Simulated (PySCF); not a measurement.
# Telling isomers of C₆H₁₄Si₂ apart by NMR

Fast rotation and ring inversion assumed for equivalent nuclei, in vacuum, no relativistic terms, single conformer. Shielding tensors at PBE0/pcSseg-1 (GIAO); GFN2-xTB structure; PySCF 2.14.0 with density-fitted response routines.

Scale: 1H (σref 31.72), 13C (σref 186.93) against TMS (reference shieldings calculated alike). Where no couplings were computed, multiplicities follow the n + 1 count of equivalent neighbours, and m marks all less simple cases (inequivalent or close neighbours, rings, F or P nearby). Shifts are as computed. Against solution values, carbons near 30 ppm lie about +3 ppm off and those near 130 ppm about +5 ppm. Of 1211 compounds with measured shifts, 218 miss one by over three times the rms of a fit or turn the order of signals round; such compounds aren't used in these exercises.

(1) Tabulate the signals of `[SiH3][SiH2]C1=CCCCC1`, `C=CC/C(=C/[SiH3])C[SiH3]`, `CC(C)(C)[SiH2]C#C[SiH3]` and their relative energies.

(2) What is the quickest way to tell C=CC/C(=C/[SiH3])C[SiH3] from CC(C)(C)[SiH2]C#C[SiH3]?

(3) What is the quickest way to tell [SiH3][SiH2]C1=CCCCC1 from CC(C)(C)[SiH2]C#C[SiH3]?

(4) What is the quickest way to tell [SiH3][SiH2]C1=CCCCC1 from C=CC/C(=C/[SiH3])C[SiH3]?

Answers

(1) 
```tsv
SMILES	carbon types	δC	δH	E rel. (kcal/mol)
[SiH3][SiH2]C1=CCCCC1	1×C 1×CH 4×CH2	147.8, 138.8, 33.1, 32.0, 26.8, 25.7	6.51 (t, 1H), 4.22 (q, 2H), 3.41 (t, 3H), 2.23 (m, 2H), 2.13 (m, 2H), 1.63 (m, 2H), 1.63 (m, 2H)	0.0
C=CC/C(=C/[SiH3])C[SiH3]	1×C 2×CH 3×CH2	170.0, 144.8, 121.0, 115.9, 52.0, 21.9	6.27 (m, 1H), 5.52 (q, 1H), 5.40 (m, 1H), 5.25 (m, 1H), 4.11 (d, 3H), 3.96 (t, 3H), 2.93 (d, 2H), 1.96 (q, 2H)	28.4
CC(C)(C)[SiH2]C#C[SiH3]	3×C 3×CH3	119.2, 113.6, 29.1, 21.9	4.26 (s, 3H), 4.24 (s, 2H), 1.15 (s, 9H)	21.6
```

Energies are electronic energies at PBE0/pcSseg-1 on these geometries, without zero-point or thermal terms, each for the one conformer computed, which needn't be the lowest.

(2) Count the carbon signals: 6 against 4. The first has an alkene CH at 144.8 ppm, the second a methyl carbon (CH3) at 29.1 ppm. Their most deshielded carbons lie at 170.0 and 119.2 ppm. In the proton spectra the most deshielded non-exchanging signals are 6.27 (m, 1H) and 4.26 (s, 3H).

(3) Count the carbon signals: 6 against 4. The first has an alkene CH at 147.8 ppm, the second a methyl carbon (CH3) at 29.1 ppm. Their most deshielded carbons lie at 147.8 and 119.2 ppm. In the proton spectra the most deshielded non-exchanging signals are 6.51 (t, 1H) and 4.26 (s, 3H).

(4) Both give the same number of carbon signals, but DEPT or the intensities differ. The first has a fully substituted alkene carbon (C) at 138.8 ppm, the second a terminal =CH2 carbon at 121.0 ppm. Their most deshielded carbons lie at 147.8 and 170.0 ppm.
